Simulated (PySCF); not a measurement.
Identify the unknown among the candidates.

All candidates are C7H10O2.

| technique | computed result |
| --- | --- |
| Dipole | 3.25 D [PBE0/def2-SVPD] |
| Polarisability | 82.1 au [PBE0/def2-SVPD] |
| Rotational structure | rotational constants A, B, C: 3.157, 1.463, 1.294 GHz [PBE0-D3(BJ)/def2-SVP] |
| UV, first state | lowest singlet excitation: 4.22 eV (294 nm, f = 0.000) [TDDFT PBE0/def2-SVPD] |
| UV, strongest line | among the 6 lowest singlet transitions: S6 at 7.45 eV (166 nm, f = 0.023) [TDDFT PBE0/def2-SVPD] |

Gas-phase values; electronic properties from PySCF, density fitting. Levels stand in brackets. The structure is a single PBE0-D3(BJ)/def2-SVP conformer in the gas phase; no vibrational or solvent corrections.

Question: Which candidate is it?
A. `C=C1CC[C@@H](OC=O)C1`
B. `O=C[C@]12CC[C@H](CC1)O2`
C. `CC(=O)O[C@@H]1CC12CC2`
D. `C=COC(=O)CC(=C)C`

Answer: B. It is `O=C[C@]12CC[C@H](CC1)O2`. Numbering: `[O:1]=[CH:2][C@:3]12[CH2:4][CH2:5][C@H:6]([CH2:7][CH2:8]1)[O:9]2`. Its formula, C7H10O2, gives 3 degrees of unsaturation: 2 rings and 1 π bond in the structure found. S1 is mainly HOMO→LUMO (weight 0.96); the largest Löwdin shares of the orbital it empties are 0.54 on the aldehyde oxygen, 0.15 on the aldehyde carbon, 0.10 on an sp3 carbon bound to oxygen and 0.08 on the formyl hydrogen, of the orbital it fills 0.41 on the aldehyde carbon, 0.35 on the aldehyde oxygen, 0.06 on an sp3 carbon bound to oxygen and 0.06 on the formyl hydrogen. The optimised geometry has point group C1 and is an asymmetric top.

The others, at the same levels:
- `C=C1CC[C@@H](OC=O)C1` fails: its computed lowest singlet excitation is 5.95 eV (209 nm, f = 0.001) (against 4.22 eV), strongest line among the 6 lowest singlet transitions is S3 at 6.63 eV (187 nm, f = 0.292) (against S6 at 7.45 eV) and static isotropic polarisability is 89.1 au (against 82.1 au).
- `C=COC(=O)CC(=C)C` fails: its computed lowest singlet excitation is 5.56 eV (223 nm, f = 0.005) (against 4.22 eV), strongest line among the 6 lowest singlet transitions is S3 at 6.19 eV (200 nm, f = 0.287) (against S6 at 7.45 eV) and static isotropic polarisability is 95.7 au (against 82.1 au).
- `CC(=O)O[C@@H]1CC12CC2` fails: its computed lowest singlet excitation is 5.86 eV (212 nm, f = 0.001) (against 4.22 eV), static isotropic polarisability is 85.7 au (against 82.1 au) and smallest rotational constant is 1.002 GHz (against 1.294 GHz).

Each candidate is one conformer, not necessarily the lowest. Dipoles, sizes and rotational constants follow the conformer. The torsions of the flexible species, by atom-mapped SMILES:
- `[CH2:1]=[CH:2][O:3][C:4](=[O:5])[CH2:6][C:7](=[CH2:8])[CH3:9]`: C1–C2–O3–C4 180°, C2–O3–C4–O5 0°, O3–C4–C6–C7 -174°, C4–C6–C7–C8 114°
- `[CH3:1][C:2](=[O:3])[O:4][C@@H:5]1[CH2:6][C:7]12[CH2:8][CH2:9]2`: C1–C2–O4–C5 -179°, C2–O4–C5–C6 148°

The conformers of `O=C[C@]12CC[C@H](CC1)O2` and `C=C1CC[C@@H](OC=O)C1` aren't listed.
